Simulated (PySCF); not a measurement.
Atoms are numbered as in `[CH3:1][C:2](=[O:3])/[CH:4]=[C:5](\[CH3:6])[OH:7]`. Each H is labelled by its parent atom.

PySCF 2.14 calculation with coordinates at the PBE0-D3(BJ)/def2-SVP level, σ from GIAO-PBE0/pcSseg-1 and couplings computed with B3LYP/pcJ-1 (without the spin–dipole term); fast rotation and ring inversion assumed for equivalent nuclei, in vacuum, one computed conformer, non-relativistic Hamiltonian.

Task: List the cross peaks expected in HSQC, COSY and HMBC spectra.

Result: 

HSQC (one-bond C–H):
| δH | δC | 1J(C,H) (Hz) |
| --- | --- | --- |
| 5.19 (H(C4)) | 101.4 (C4) | 155 |
| 2.37 (H(C6)) | 22.1 (C6) | 138 |
| 2.03 (H(C1)) | 32.8 (C1) | 134 |

HMBC (two and three bonds, |J| ≥ 2.5 Hz):
| δH | δC [abs. J in Hz] |
| --- | --- |
| 5.19 (H(C4)) | 196.2 (C2) [4.0], 22.1 (C6) [4.9] |
| 2.37 (H(C6)) | 178.6 (C5) [6.0], 101.4 (C4) [2.6] |
| 2.03 (H(C1)) | 196.2 (C2) [5.1] |

No COSY cross peaks are expected.

Shifts are taken against calculated references (same method and geometry level): TMS for 1H (σ = 31.27 ppm), 13C (σ = 184.41 ppm).

Short H···H contacts in this conformer between protons four or more bonds apart (candidates for NOE cross peaks, intensity ∝ r⁻⁶): H(C1)···H(C4) 2.64 Å.

The OH or NH signal is concentration- and solvent-dependent in practice; the value given is the gas-phase one. Shifts are as computed. Against solution values, carbons near 30 ppm lie about +2 ppm off and those near 130 ppm about +5 ppm. Of 1211 compounds with measured shifts, 218 miss one by over three times the rms of a fit or turn the order of signals round; such compounds aren't used in these exercises.
